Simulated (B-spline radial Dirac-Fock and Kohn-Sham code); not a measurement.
**Auger decay of the M2 hole in Tb**

System: neutral terbium, [Xe] 4f9 6s2.

The computed values come from an atomic code on a B-spline grid: independent-particle radiative and Coulomb Auger rates from relativistic LDA hole-state orbitals, with Dirac-Fock energies. Kinetic energies are configuration averages from the vacuum level; the two-hole energies are estimated from single-hole states.

```
transition  kinetic energy (eV)  width (meV)  share (%)
   M2-M4N1                62.74          739        8.5
   M2-M3O1                85.90         47.4        0.5
   M2-M5N1                95.70          127        1.5
   M2-M3O2                110.6         48.1        0.6
   M2-M3O3                115.5         50.2        0.6
   M2-M3N6                130.2          222        2.6
   M2-M3N7                131.2          244        2.8
   M2-M4N2                142.5          725        8.4
   M2-M5N2                175.0          828        9.5
   M2-M4N3                177.3          939       10.8
   M2-M5N3                210.5         78.7        0.9
   M2-M4N4                309.9          301        3.5
   M2-M4N5                315.2          350        4.0
   M2-M4O1                424.8          118        1.4
   M2-M4O2                449.6         83.5        1.0
   M2-M4O3                454.4          113        1.3
   M2-M4N6                469.6         1030       11.9
   M2-M4N7                470.2         1570       18.2
   M2-M5O2                482.5         78.6        0.9
   M2-N1N2               1017.7         52.1        0.6
   M2-N2N3               1128.8          116        1.3
   M2-N2N4               1262.8          110        1.3
   M2-N2N5               1265.6          181        2.1
   M2-N2N7               1418.5         53.5        0.6
```

Coster-Kronig rates are the weakest part of this model and often come out 1.5 to 2.5 times too large. The listed channels hold 95 % of the non-radiative rate. Summed by principal shells, of 8.67 eV in all: MMN 83.9 %, MNN 8.3 %, MMO 6.5 %, MNO 1.1 %, MMP 0.2 %.
